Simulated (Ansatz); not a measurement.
Ansatz (an electronic-structure program) input:
A basis named .json is the Basis Set Exchange file of that set.

Ansatz 0.2 input:
```yaml
crystal:
  periodic: [false, false, false]
  atoms:
    - {symbol: Sn, position_ang: [0.00131455, -0.00152662, 0.05631125]}
    - {symbol: H, position_ang: [-1.50929496, -0.22596275, -0.91061453]}
    - {symbol: H, position_ang: [0.93871414, -1.13670721, -0.99245238]}
    - {symbol: H, position_ang: [0.50485334, 1.43900107, -0.91249563]}
basis:
  gaussian:
    orbitals: def2-QZVPP.json
hamiltonian:
  xc: pbe
total_charge: -1
magnetization: {spin_polarized: false}
correlation: {method: rpa, electrons: outside_noble_gas}
```

Which total energy does the run end on?

-215.35972 Eh (RPA@PBE/def2-QZVPP). The basis has 172 functions.
